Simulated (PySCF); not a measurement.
C2H9NOSi2.
Atom-mapped SMILES: `[CH2:1]=[N:2][SiH2:3][SiH2:4][O:5][CH3:6]` (hydrogens: H7, H8 on C1; H9, H10 on Si3; H11, H12 on Si4; H13, H14, H15 on C6)

Geometry (GFN2-xTB, Å), atoms numbered from 1 in this order:
```
atom  x, y, z in Å
C1     3.4313   -0.3814   -0.2602
N2     2.3259   -0.1977   -0.8080
Si3    0.8763    0.6190   -0.3893
Si4   -0.6891   -1.0568   -0.1531
O5    -2.0265   -0.4788    0.5763
C6    -2.8349    0.5873    0.1982
H7     3.7261    0.0374    0.7067
H8     4.1790   -0.9969   -0.7556
H9     0.9597    1.5474    0.7605
H10    0.6995    1.4798   -1.5690
H11   -1.0595   -1.6424   -1.4530
H12   -0.4165   -2.1254    0.8041
H13   -3.6171    0.7042    0.9495
H14   -3.3001    0.3972   -0.7726
H15   -2.2583    1.5149    0.1321
```

Level of theory: PySCF 2.14.0, density-fitted response routines, TDDFT B3LYP/def2-SVPD, vertical, gas phase, core orbitals frozen in the response.

Kohn–Sham orbitals with the atoms that hold most of them (Löwdin shares over 4%, at most four atoms; ? is withheld):

| orbital | ε (eV) | atoms |
| --- | --- | --- |
| LUMO+2 | 0.15 | Si4 30%, Si3 28%, H11 9%, H9 7% |
| LUMO+1 | -0.67 | Si4 22%, Si3 22%, N2 9%, H12 8% |
| LUMO | -1.29 | C1 35%, N2 29%, Si3 9%, Si4 6% |
| HOMO | -6.83 | ? |
| HOMO-1 | -7.40 | ? |
| HOMO-2 | -8.20 | O5 45%, Si4 14%, C6 10%, H12 7% |
| HOMO-3 | -9.09 | O5 29%, C6 12%, N2 11%, Si4 10% |

Question: Give the leading atoms of the HOMO.

Answer: N2 (bonded to C and Si) 57%; C1 (bonded to N and 2 H) 16%; Si3 (bonded to N, Si and 2 H) 10%; H7 (bonded to C) 6%.

Question: Give the leading atoms of the HOMO-1.

Answer: O5 (bonded to C and Si) 33%; Si4 (bonded to O, Si and 2 H) 17%; Si3 (bonded to N, Si and 2 H) 16%; H11 (bonded to Si) 6%. By element: oxygen 33%, silicon 33%, hydrogen 6% or more.

Question: How does S1 compare with the orbital gap of 5.54 eV?

Answer: S1 is at 3.96 eV (f = 0.0003), 1.58 eV below the gap, made of HOMO→LUMO (95%). 

Question: One configuration dominates each of S1, S2, S3, S4 and S6. Which, and how do the shares of the two leading atoms of either orbital change from the occupied to the empty one?

Answer: 
- S1 (3.96 eV, f 0.0003), HOMO→LUMO (95%): N2 57% → 29%, C1 16% → 35%
- S2 (5.13 eV, f 0.0022), HOMO→LUMO+1 (90%): N2 57% → 9%, C1 16% → at most 8%, Si4 at most 7% → 22%, Si3 10% → 22%
- S3 (5.40 eV, f 0.073), HOMO-1→LUMO (82%): O5 33% → at most 7%, Si4 17% → 6%, C1 at most 7% → 35%, N2 at most 7% → 29%
- S4 (5.87 eV, f 0.095), HOMO-1→LUMO+1 (87%): O5 33% → at most 8%, Si4 17% → 22%, Si3 16% → 22%
- S6 (6.18 eV, f 0.034), HOMO-2→LUMO (88%): O5 45% → at most 7%, Si4 14% → 6%, C1 at most 8% → 35%, N2 at most 8% → 29%

Löwdin shares depend on the basis, the more so with diffuse functions.

On an Arm Neoverse N1 with one thread, shared host with 64 logical CPUs at a one-minute load of 59, this took 55 s and 0.81 GiB of memory at its peak.

One conformer stands for the species.
